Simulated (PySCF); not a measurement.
Members of one family of related compounds. Computed, not measured: TDDFT PBE0/def2-SVPD, vertical, gas phase, core orbitals frozen in the response in PySCF. Geometries: PBE0-D3(BJ)/def2-SVP; one conformer of each isolated species. Triplets are in the Tamm–Dancoff approximation. 'Strongest' means the level of largest summed f among the lowest 10 singlets; it needn't be the same kind of state in each.

Task: Rank by computed HOMO–LUMO gap, highest first.
A. `C[Si](C)(C)OC1=[O+][BH2-]OC=C1`
B. `COCC1=[O+][BH2-]OC=C1`
C. `FC(F)(F)C1=[O+][BH2-]OC=C1`
D. `[SiH3]N([SiH3])C1=[O+][BH2-]OC=C1`
E. `COC1=[O+][BH2-]OC=C1`

Result: E (5.27 eV), D (5.12 eV), A (4.99 eV), B (4.84 eV), C (4.28 eV).

```tsv
SMILES	gap (eV)	first f ≥ 0.01 (nm)	HOMO (eV)	S1 (eV)	LUMO (eV)	strongest (eV)	S1 mainly
COC1=[O+][BH2-]OC=C1	5.27	298	-6.99	4.16	-1.72	5.72	H→L (96%)
[SiH3]N([SiH3])C1=[O+][BH2-]OC=C1	5.12	308	-6.94	4.02	-1.82	5.33	H→L (96%)
C[Si](C)(C)OC1=[O+][BH2-]OC=C1	4.99	318	-6.56	3.90	-1.57	6.02	H→L (98%)
COCC1=[O+][BH2-]OC=C1	4.84	335	-7.07	3.70	-2.23	5.48	H→L (96%)
FC(F)(F)C1=[O+][BH2-]OC=C1	4.28	389	-7.38	3.19	-3.10	5.81	H→L (98%)
```

H and L stand for HOMO and LUMO.

- `COC1=[O+][BH2-]OC=C1`: Löwdin shares by element: HOMO carbon 22% or more, oxygen 19% or more, boron 14%, hydrogen 12% or more (atoms not listed hold the other 34%); LUMO carbon 49% or more, oxygen 26% or more (atoms not listed hold the other 25%).
- `[SiH3]N([SiH3])C1=[O+][BH2-]OC=C1`: Löwdin shares by element: HOMO carbon 20% or more, oxygen 19% or more, boron 14%, hydrogen 12% or more (atoms not listed hold the other 34%); LUMO carbon 45% or more, oxygen 24% (atoms not listed hold the other 31%).
- `C[Si](C)(C)OC1=[O+][BH2-]OC=C1`: Löwdin shares by element: HOMO oxygen 29% or more, carbon 22% or more, boron 14% (atoms not listed hold the other 35%); LUMO carbon 49% or more, oxygen 25% or more (atoms not listed hold the other 26%).
- `COCC1=[O+][BH2-]OC=C1`: Löwdin shares by element: HOMO oxygen 32% or more, carbon 18% or more, boron 16% (atoms not listed hold the other 34%); LUMO carbon 51% or more, oxygen 28% or more (atoms not listed hold the other 21%).
- `FC(F)(F)C1=[O+][BH2-]OC=C1`: Löwdin shares by element: HOMO oxygen 30%, carbon 19% or more, boron 17% (atoms not listed hold the other 35%); LUMO carbon 50% or more, oxygen 31% (atoms not listed hold the other 20%).
